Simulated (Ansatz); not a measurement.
`C=NB(C)[SiH3]` + `BCl` → `CB([SiH3])BCl` + `C=N`  (formal exchange of groups at a B–N bond)

Calculated with Ansatz (gas phase, PBE0-D4/def2-TZVP geometries, no zero-point term in ΔE). CCSD(T)/CBS adds triple-zeta CCSD(T) − MP2 to the extrapolated MP2 energy (def2 sets, frozen cores). This one scheme is used for every species. DFT in def2-TZVPP. B3LYP here is the variant with VWN-RPA as its local correlation; programs differ in this. Each species was taken in one conformer, which may not be the lowest.

| level | ΔE (kcal/mol) | difference from CCSD(T)/CBS |
| --- | --- | --- |
| PBE-D4 | 31.3 | 2.0 |
| B3LYP-D4 | 31.7 | 2.4 |
| ωB97X-V | 28.7 | -0.6 |
| ωB97M-V | 30.0 | 0.7 |
| B2PLYP | 31.7 | 2.4 |
| PBE | 31.5 | 2.2 |
| r2SCAN | 31.4 | 2.1 |
| PBE0 | 30.3 | 1.0 |
| MP2/def2-TZVPP | 31.5 | 2.2 |
| CCSD(T)/def2-TZVPP | 29.5 | 0.2 |
| HF/def2-QZVPP | 28.1 | -1.2 |
| MP2/def2-QZVPP | 31.4 | 2.1 |
| SCS-MP2/def2-QZVPP | 30.5 | 1.2 |
| HF/CBS(def2) | 28.1 | -1.2 |
| MP2/CBS(def2) | 31.3 | 2.0 |
| CCSD/CBS(def2) | 28.6 | -0.7 |
| CCSD(T)/CBS | 29.3 | 0 |

Largest T1 diagnostic among the species: 0.015.

In def2-TZVPP, CCSD(T) changes the Hartree–Fock value by +1.5 kcal/mol (the triples alone add +0.7 kcal/mol) and MP2 by +3.5 kcal/mol. From PBE to PBE0 (25 % exact exchange), in def2-TZVPP and without D4, ΔE moves by −1.2 kcal/mol.
